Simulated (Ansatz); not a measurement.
Input for Ansatz (development build ahead of 0.2.0):

```yaml
crystal:
  periodic: [false, false, false]
  atoms:
    - { symbol: Zn, position_ang: [0.0, 0.0, 0.884] }
    - { symbol: F, position_ang: [0.0, 0.0, -0.884] }
basis:
  gaussian: { orbitals: cc-pVTZ }
magnetization:
  spin_polarized: true
  initial_magnetization: 1
hamiltonian:
  xc: hf
correlation:
  method: ccsd_t
  frozen_orbitals: { F: 1, Zn: 5 }
```

The input is written out in the form of the current development build from the run's settings.

Output:

| Item | Value |
| --- | --- |
| Converged | yes |
| Reference energy | -1877.32956 hartree |
| CCSD correlation energy | -1.03550 hartree |
| Triples correction | -0.02462 hartree |
| Total energy | -1878.38967 hartree |
| Spin squared of the determinant | 0.753 |
